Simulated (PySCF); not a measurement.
Compound: C3BF2N.
Atom-mapped SMILES: `[N:1]#[C:2][C:3]#[C:4][B:5]([F:6])[F:7]`

Computed by this run: PBE0-D3(BJ)/def2-SVP geometry optimisation, gas phase in PySCF 2.14.0; density fitting, grid level 1; the optimiser is geomeTRIC in internal coordinates, started from a GFN2-xTB structure with every atom displaced at random (about 0.01 Å).

Step 1: E = -10692.1372 eV
```
atom  x, y, z in Å  |  force x, y, z in eV/Å
N1     -3.3772   -0.8523    0.4007    0.177   0.015  -0.015
C2     -2.2459   -0.6086    0.2766   -0.186  -0.235   0.091
C3     -0.9158   -0.2995    0.1224   -0.082   0.742  -0.258
C4      0.1850    0.1941   -0.0799    0.068  -0.579   0.186
B5      1.6905    0.4578   -0.2247    0.055  -0.226   0.066
F6      2.5000   -0.5789   -0.2223    0.010   0.135  -0.049
F7      2.1974    1.6582   -0.3227   -0.041   0.147  -0.021
```

Step 2: E = -10692.1617 eV
```
atom  x, y, z in Å  |  force x, y, z in eV/Å
N1     -3.3883   -0.8453    0.3959    0.043  -0.017   0.000
C2     -2.2597   -0.5947    0.2720    0.002  -0.142   0.032
C3     -0.9290   -0.2815    0.1202   -0.187   0.527  -0.167
C4      0.1940    0.1634   -0.0593    0.232  -0.611   0.308
B5      1.7006    0.4341   -0.1899    0.060   0.028  -0.502
F6      2.5609   -0.5572   -0.2486   -0.158   0.017   0.175
F7      2.1555    1.6519   -0.3401    0.008   0.197   0.153
```

Q: Estimate the geometry and energy of step 3. (The exact step hangs on the optimiser's Hessian estimate; all steps are aligned on step 2, rigid shifts and turns removed.)

A: E = -10692.1727 eV, largest force 0.955 eV/Å
```
atom  x, y, z in Å  |  force x, y, z in eV/Å
N1     -3.3931   -0.8289    0.4425   -0.293  -0.081   0.045
C2     -2.2794   -0.5549    0.2711    0.436   0.149  -0.093
C3     -0.9557   -0.2270    0.0708   -0.460  -0.069   0.102
C4      0.2134    0.0672   -0.0872    0.530  -0.436  -0.211
B5      1.7115    0.3745   -0.2472    0.065   0.772   0.559
F6      2.6801   -0.5044   -0.2205   -0.332  -0.330  -0.187
F7      2.0572    1.6442   -0.2793    0.054  -0.004  -0.215
```

The energy changes by -0.0110 eV. The first-order estimate −F·Δx gives -0.1121 eV and the mean of the old and new forces, exact on a quadratic surface, -0.0078 eV. The step makes an angle of 66° with the force vector and moves no atom by more than 0.133 Å.

The cost below is that of the whole optimisation. On one thread, Arm Neoverse V2 (aarch64), on a shared host, this took 26 s of wall time and 0.44 GiB of memory at its peak.
